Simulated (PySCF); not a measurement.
C2H4F2Si2, SMILES C#C[Si@H](F)[SiH2]F.

Geometry optimised at PBE0-D3(BJ)/def2-SVP. The structure was generated by enumeration; whether it is a known compound was not checked. The values are those of a single conformer.

These are B3LYP/def2-TZVP (PySCF) values and carry that method's errors.

The molecule is in vacuum.

### Question
Estimate the frontier levels, gap, dipole moment and polarisability. (Estimate from the structure and the level; the computed values follow.)

### Answer

```yaml
highest_occupied_level: -7.96 eV
lowest_empty_level: -1.53 eV
orbital_gap: 6.42 eV
dipole_moment: 2.09 D
quadrupole, principal values (traceless, Buckingham form, about the centre of nuclear charge): -8.44, -4.33, 12.77 D·Å
mean_static_polarisability: 72.1 bohr³ (10.68 Å³)
polarisability_principal_values: 55.4, 65.0, 95.7 bohr³
```
